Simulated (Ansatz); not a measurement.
`[Cl][GeH2][SiH2]Br` + H₂S → `[SH][GeH2][Cl]` + `[SiH3]Br`  (cleavage of the Ge–Si bond)

Program: Ansatz. Geometries: PBE0-D4/def2-TZVP. ΔE: electronic, gas phase. CCSD(T)/CBS adds triple-zeta CCSD(T) − MP2 to the extrapolated MP2 energy (def2 sets, frozen cores). This one scheme is used for every species. Functionals use def2-TZVPP. B3LYP here is the variant with VWN-RPA as its local correlation; programs differ in this. HSE06 is defined as in plane-wave codes. For Br, Ge outer-core shells are correlated without core-valence functions, which leaves a few kJ/mol of doubt a bond. Scalar relativity is left out up to krypton. One conformer a species, not always the lowest.

(1) Is it downhill or uphill in electronic energy at CCSD(T)/CBS, and by how much? (Estimate.)

(2) What do these levels give: B97M-V, PBE0-D4, B3LYP-D4, HSE06-D4, BHLYP-D4, PBE0, HSE06, BHLYP, MP2/def2-SVP, HF/def2-TZVPP, MP2/def2-TZVPP, HF/def2-QZVPP? (Best estimate.)

Largest T1 diagnostic among the species: 0.010.

Results:

(1) The calculation gave: Downhill: ΔE = -33.7 kJ/mol.

(2) Computed: B97M-V -35.1, PBE0-D4 -30.5, B3LYP-D4 -32.7, HSE06-D4 -30.7, BHLYP-D4 -35.6, PBE0 -33.6, HSE06 -33.7, BHLYP -41.4, MP2/def2-SVP -42.9, HF/def2-TZVPP -48.9, MP2/def2-TZVPP -40.4, HF/def2-QZVPP -49.1 kJ/mol.

Leaving LDA and LC-ωPBE aside and taking each functional with its dispersion term where it has one, the values, not all of them listed here, spread over 11.2 kJ/mol, from B2PLYP to PBE-D4. LDA lies +3.5 kJ/mol from PBE without D4. From BLYP to BHLYP (50 % exact exchange), in def2-TZVPP and without D4, ΔE moves by −4.9 kJ/mol.
